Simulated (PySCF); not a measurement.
## Circular dichroism: SMILES CC(=C=CF)C=O, C5H5FO

Molfile (atoms numbered from 1):
```
C5H5FO
     RDKit          3D

 12 11  0  0  0  0  0  0  0  0999 V2000
   -1.1835   -1.0933    0.6077 C   0  0  0  0  0  0  0  0  0  0  0  0
   -0.4826   -0.3656   -0.4974 C   0  0  0  0  0  0  0  0  0  0  0  0
    0.8145   -0.4028   -0.7354 C   0  0  0  0  0  0  0  0  0  0  0  0
    2.0856   -0.4455   -1.0440 C   0  0  0  0  0  0  0  0  0  0  0  0
    2.9942    0.3904   -0.5440 F   0  0  0  0  0  0  0  0  0  0  0  0
   -1.3255    0.4736   -1.3981 C   0  0  0  0  0  0  0  0  0  0  0  0
   -2.5185    0.5713   -1.2732 O   0  0  0  0  0  0  0  0  0  0  0  0
   -1.6334   -0.3683    1.3035 H   0  0  0  0  0  0  0  0  0  0  0  0
   -0.4990   -1.7475    1.1607 H   0  0  0  0  0  0  0  0  0  0  0  0
   -2.0140   -1.6857    0.1955 H   0  0  0  0  0  0  0  0  0  0  0  0
    2.5105   -1.1859   -1.7301 H   0  0  0  0  0  0  0  0  0  0  0  0
   -0.7646    1.0067   -2.2044 H   0  0  0  0  0  0  0  0  0  0  0  0
  1  2  1  0
  2  3  2  0
  3  4  2  0
  4  5  1  0
  2  6  1  0
  6  7  2  0
  1  8  1  0
  1  9  1  0
  1 10  1  0
  4 11  1  0
  6 12  1  0
M  END
```

Level of theory: PySCF 2.14.0, TDDFT CAM-B3LYP/def2-TZVPD circular dichroism and optical rotation, one conformer, gas phase. Geometry: PBE0-D3(BJ)/def2-SVP.

No stereocentre is labelled: unless the shape is locked (an allene, a helicene, a hindered biaryl), the mirror image is equally populated and a measured rotation or CD is zero.

Problem. Which excitations and rotatory strengths does the calculation give?

Solution. Rotatory strengths R in 10⁻⁴⁰ esu² cm², velocity form and length form (origin at the centre of mass); f in length form.
| state | E (eV) | λ (nm) | f | R (velocity) | R (length) | main |
| --- | --- | --- | --- | --- | --- | --- |
| 1 | 3.75 | 331 | 0.0004 | +1.8 | +1.9 | HOMO→LUMO 0.86 |
| 2 | 4.64 | 267 | 0.0005 | +1.5 | +1.4 | HOMO−2→LUMO 0.82, HOMO→LUMO 0.09 |
| 3 | 5.96 | 208 | 0.337 | +6.8 | +6.8 | HOMO−1→LUMO 0.92 |
| 4 | 6.63 | 187 | 0.002 | -17.3 | -17.3 | HOMO−1→LUMO+2 0.53, HOMO−1→LUMO+1 0.21 |
| 5 | 6.90 | 180 | 0.049 | +49.4 | +49.4 | HOMO→LUMO+1 0.71, HOMO→LUMO+2 0.09 |
| 6 | 7.08 | 175 | 0.076 | -121.7 | -121.6 | HOMO→LUMO+5 0.33, HOMO→LUMO+2 0.16 |
| 7 | 7.30 | 170 | 0.359 | +88.1 | +87.9 | HOMO→LUMO+2 0.61, HOMO→LUMO+3 0.13 |
| 8 | 7.45 | 166 | 0.015 | -0.9 | -0.8 | HOMO−2→LUMO+1 0.47, HOMO→LUMO+3 0.28 |
| 9 | 7.61 | 163 | 0.011 | -3.7 | -3.9 | HOMO−1→LUMO+1 0.70, HOMO−1→LUMO+2 0.19 |
| 10 | 7.85 | 158 | 0.011 | -2.2 | -2.1 | HOMO−2→LUMO+2 0.33, HOMO−2→LUMO+5 0.21 |
| 11 | 7.89 | 157 | 0.031 | +3.3 | +3.2 | HOMO→LUMO+4 0.21, HOMO−2→LUMO+3 0.12 |
| 12 | 8.01 | 155 | 0.017 | -0.7 | -0.7 | HOMO→LUMO+4 0.37, HOMO→LUMO+3 0.21 |

Among the states computed, the strongest CD band (largest |R|) is state 6. The largest dissymmetry factor in size, g = 4R/(D+G), with D and G the electric and magnetic dipole strengths, is -0.086 for state 4 (velocity form, f = 0.002), among bands with |R| over 0.5. The mirror image has the same energies and oscillator strengths and all R with the opposite sign.
